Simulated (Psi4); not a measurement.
IIn (SMILES [In][I]), singlet, at a GFN2-xTB geometry (such geometries of metal compounds can be far from the true shape) (core potentials on I, In); Psi4 with PBE0/def2-SVP, TDA.

Input for Psi4:
```
memory 2 GB

molecule {
0 1
In   -0.00000000   -0.00000000   -1.44929866
I     0.00000000    0.00000000    1.33991763
symmetry c1
}

set {
  basis def2-svp
  puream true
  save_jk true
  tdscf_states [5]
  tdscf_tda true
  d_convergence 1e-8
}

energy('td-pbe0')
print_variables()
```

It wrote (shortened):

```
   => Loading Basis Set <=

    Name: DEF2-SVP
    Role: ORBITAL
    Keyword: BASIS

    !!!  WARNING: ECP capability is in beta. Please check occupations closely.  !!!

         ---------------------------------------------------------
                                   SCF
               by Justin Turney, Rob Parrish, Andy Simmonett
                          and Daniel G. A. Smith
                              RKS Reference
         ---------------------------------------------------------

  ==> Geometry <==

    Molecular point group: c1
    Full point group: C_inf_v

    Geometry (in Angstrom), charge = 0, multiplicity = 1:

       Center              X                  Y                   Z               Mass
    ------------   -----------------  -----------------  -----------------  -----------------
         IN           0.000000000000     0.000000000000    -1.463820497960   114.903878776000
         I            0.000000000000     0.000000000000     1.325395792040   126.904471900000

  Running in c1 symmetry.

  Rotational constants: A = ************  B =      0.03593  C =      0.03593 [cm^-1]
  Rotational constants: A = ************  B =   1077.24005  C =   1077.24005 [MHz]
  Nuclear repulsion =   99.604335668694247

  Charge       = 0
  Multiplicity = 1
  Electrons    = 46
  Nalpha       = 23
  Nbeta        = 23

  ==> Algorithm <==

  SCF Algorithm Type is DF.
  DIIS enabled.
  MOM disabled.
  Fractional occupation disabled.
  Guess Type is SAD.
  Energy threshold   = 1.00e-06
  Density threshold  = 1.00e-08
  Integral threshold = 1.00e-12

  ==> Primary Basis <==

  Basis Set: DEF2-SVP
    Blend: DEF2-SVP
    Number of shells: 20
    Number of basis functions: 52
    Number of Cartesian functions: 56
    Spherical Harmonics?: true
    Max angular momentum: 2

  Core potential: DEF2-SVP
    Number of shells: 8
    Number of ECP primitives: 47
    Number of ECP core electrons: 56
    Max angular momentum: 3

  ==> DFT Potential <==

   => LibXC <=

    Version 7.1.2
    S. Lehtola, C. Steigemann, M. J. T. Oliveira, and M. A. L. Marques,  SoftwareX 7, 1–5 (2018) (10.1016/j.softx.2017.11.002)

   => Composite Functional: PBE0 <=

    PBE0 Hyb-GGA Exchange-Correlation Functional

    C. Adamo and V. Barone,  J. Chem. Phys. 110, 6158 (1999) (10.1063/1.478522)
    M. Ernzerhof and G. E. Scuseria,  J. Chem. Phys. 110, 5029 (1999) (10.1063/1.478401)

    Deriv               =              1
    GGA                 =           TRUE
    Meta                =          FALSE

    Exchange Hybrid     =           TRUE
    MP2 Hybrid          =          FALSE

   => Exchange Functionals <=

    0.7500   Perdew, Burke & Ernzerhof

   => Exact (HF) Exchange <=

    0.2500               HF

   => Correlation Functionals <=

    1.0000   Perdew, Burke & Ernzerhof

   => LibXC Density Thresholds  <==

    XC_HYB_GGA_XC_PBEH:  1.00E-15

   => Molecular Quadrature <=

    Radial Scheme          =       TREUTLER
    Pruning Scheme         =           NONE
    Nuclear Scheme         =       TREUTLER

    Blocking Scheme        =         OCTREE
    BS radius alpha        =              1
    Pruning alpha          =              1
    Radial Points          =             75
    Spherical Points       =            302
    Total Points           =          41640
    Total Blocks           =            405
    Max Points             =            256
    Max Functions          =             52
    Weights Tolerance      =       1.00E-15

   => Loading Basis Set <=

    Name: (DEF2-SVP AUX)
    Role: JKFIT
    Keyword: DF_BASIS_SCF

  ==> Integral Setup <==

  SCF_SUBTYPE=INCORE selected. In-core MEM_DF algorithm will be used.
  Using in-core AOs.

  ==> MemDFJK: Density-Fitted J/K Matrices <==

    J tasked:                   Yes
    K tasked:                   Yes
    wK tasked:                   No
    Algorithm:                 Core
    Schwarz Cutoff:           1E-12
    Mask sparsity (%):       0.8136
    Fitting Condition:        1E-10

   => Auxiliary Basis Set <=

  Basis Set: (DEF2-SVP AUX)
    Blend: DEF2-UNIVERSAL-JKFIT
    Number of shells: 92
    Number of basis functions: 436
    Number of Cartesian functions: 618
    Spherical Harmonics?: true
    Max angular momentum: 5

  Minimum eigenvalue in the overlap matrix is 2.6484470420E-02.
  Reciprocal condition number of the overlap matrix is 7.7373280370E-03.
    Using symmetric orthogonalization.

  ==> Pre-Iterations <==

  SCF Guess: Superposition of Atomic Densities via on-the-fly atomic UHF (no occupation information).

   -------------------------
    Irrep   Nso     Nmo
   -------------------------
     A         52      52
   -------------------------
    Total      52      52
   -------------------------

  ==> Iterations <==

                           Total Energy        Delta E     RMS |[F,P]|

   @DF-RKS iter SAD:  -484.08817099682477   -4.84088e+02   0.00000e+00
   @DF-RKS iter   1:  -487.66661344273552   -3.57844e+00   1.15722e-02 DIIS/ADIIS
   @DF-RKS iter   2:  -486.49391935907988    1.17269e+00   2.42653e-02 DIIS/ADIIS
   @DF-RKS iter   3:  -487.89870694544624   -1.40479e+00   3.99695e-03 DIIS/ADIIS
   @DF-RKS iter   4:  -487.92180735765584   -2.31004e-02   1.68387e-03 DIIS/ADIIS
   @DF-RKS iter   5:  -487.92740399466157   -5.59664e-03   2.95964e-04 DIIS/ADIIS
   @DF-RKS iter   6:  -487.92766240803809   -2.58413e-04   5.53858e-05 DIIS
   @DF-RKS iter   7:  -487.92767153418549   -9.12615e-06   1.33707e-05 DIIS
   @DF-RKS iter   8:  -487.92767184708714   -3.12902e-07   1.09318e-06 DIIS
   @DF-RKS iter   9:  -487.92767185034688   -3.25974e-09   3.09734e-07 DIIS
   @DF-RKS iter  10:  -487.92767185064025   -2.93369e-10   2.84099e-08 DIIS
   @DF-RKS iter  11:  -487.92767185064281   -2.55795e-12   9.09532e-09 DIIS
  Energy and wave function converged.

  ==> Post-Iterations <==

   Electrons on quadrature grid:
      Ntotal   =   46.0000056974 ; deviation = 5.697e-06

    Orbital Energies [Eh]
    ---------------------

[...]
  @DF-RKS Final Energy:  -487.92767185064281
    Total Energy =                       -487.9276718506428097
[...]

 Multipole Moments:

 ------------------------------------------------------------------------------------
     Multipole            Electronic (a.u.)      Nuclear  (a.u.)        Total (a.u.)
 ------------------------------------------------------------------------------------

 L = 1.  Multiply by 2.5417464519 to convert [e a0] to [Debye]
 Dipole X            :          0.0000003            0.0000000            0.0000003
 Dipole Y            :         -0.0000002            0.0000000           -0.0000002
 Dipole Z            :         -5.9437244            4.5252598           -1.4184647
 Magnitude           :                                                    1.4184647

 ------------------------------------------------------------------------------------

******************************************************************************************
**********                               WARNING                                **********
**********       The names of excited state variables changed between 1.5       **********
**********     and 1.6. For a quick solution, remove the symmetry specifier     **********
**********   from the variable name. For full details, see 'Notes on Psivars'   **********
**********                        in the documentation.                         **********
******************************************************************************************

         ---------------------------------------------------------
                         TDSCF excitation energies
                 by Andrew M. James and Daniel G. A. Smith
         ---------------------------------------------------------

  ==> Options <==

     Residual threshold  : 1.0000e-06
     Initial guess       : denominators
     Reference           : RHF
     Solver type         : TDA (Davidson)

  ==> Requested Excitations <==

      5 singlet states with A symmetry

  ==> Seeking the lowest 5 singlet states with A symmetry

                         Generalized Davidson Solver
                               By Ruhee Dcunha

  ==> Options <==

    Max number of iterations        = 60
    Eigenvector tolerance           = 1.0000e-06
    Max number of expansion vectors = 1500

  => Iterations <=
                           Max[D[value]]     Max[|R|]   # vectors
  DavidsonSolver iter   1:   1.47598e-01  3.98219e-02     20
  DavidsonSolver iter   2:   2.32996e-03  3.55509e-03     25
  DavidsonSolver iter   3:   9.94067e-06  5.48612e-04     30
  DavidsonSolver iter   4:   2.44970e-07  5.44217e-05     35
  DavidsonSolver iter   5:   6.40325e-10  2.14146e-06     39
  DavidsonSolver iter   6:   9.39360e-13  7.76121e-07     41      Converged

******************************************************************************************
**********                               WARNING                                **********
**********  Length-gauge rotatory strengths are **NOT** gauge-origin invariant  **********
******************************************************************************************

                                    Excitation Energy         Total Energy        Oscillator Strength             Rotatory Strength
     #   Sym: GS->ES (Trans)        au              eV              au          au (length)    au (velocity)    au (length)    au (velocity)
    ---- -------------------- --------------- --------------- --------------- --------------- --------------- --------------- ---------------
     1        A->A (1 A)       0.14331         3.89973        -487.78436       0.0522          0.0087         -0.0000         -0.0000
     2        A->A (1 A)       0.14331         3.89973        -487.78436       0.0522          0.0087          0.0000          0.0000
     3        A->A (1 A)       0.14530         3.95374        -487.78237       0.0000          0.0000          0.0000          0.0000
     4        A->A (1 A)       0.14728         4.00774        -487.78039       0.0000          0.0000         -0.0000         -0.0000
     5        A->A (1 A)       0.14728         4.00774        -487.78039       0.0000          0.0000         -0.0000         -0.0000

Contributing excitations
Only contributions with abs(coeff) > 1.00e-01 will be printed:

Excited State    1 (1 A):   0.14331 au   317.93 nm f = 0.0522
  Sums of squares: Xssq =  1.000000e+00
     20a  ->  24a    -0.124450 ( 1.549%)
     23a  ->  24a     0.989461 (97.903%)

Excited State    2 (1 A):   0.14331 au   317.93 nm f = 0.0522
  Sums of squares: Xssq =  1.000000e+00
     20a  ->  25a     0.124450 ( 1.549%)
     23a  ->  25a    -0.989461 (97.903%)

Excited State    3 (1 A):   0.14530 au   313.59 nm f = 0.0000
  Sums of squares: Xssq =  1.000000e+00
     21a  ->  25a    -0.700266 (49.037%)
     22a  ->  24a    -0.700266 (49.037%)

Excited State    4 (1 A):   0.14728 au   309.36 nm f = 0.0000
  Sums of squares: Xssq =  1.000000e+00
     21a  ->  24a    -0.703998 (49.561%)
     22a  ->  25a    -0.703998 (49.561%)

Excited State    5 (1 A):   0.14728 au   309.36 nm f = 0.0000
  Sums of squares: Xssq =  1.000000e+00
     21a  ->  25a    -0.703998 (49.561%)
     22a  ->  24a     0.703998 (49.561%)

******************************************************************************************
**********                               WARNING                                **********
**********       The names of excited state variables changed between 1.5       **********
**********     and 1.6. For a quick solution, remove the symmetry specifier     **********
**********   from the variable name. For full details, see 'Notes on Psivars'   **********
**********                        in the documentation.                         **********
******************************************************************************************

  Variable Map:
  ----------------------------------------------------------------------------
[...]
  Array Variable Map:
  ----------------------------------------------------------------------------
[...]
[...]
```
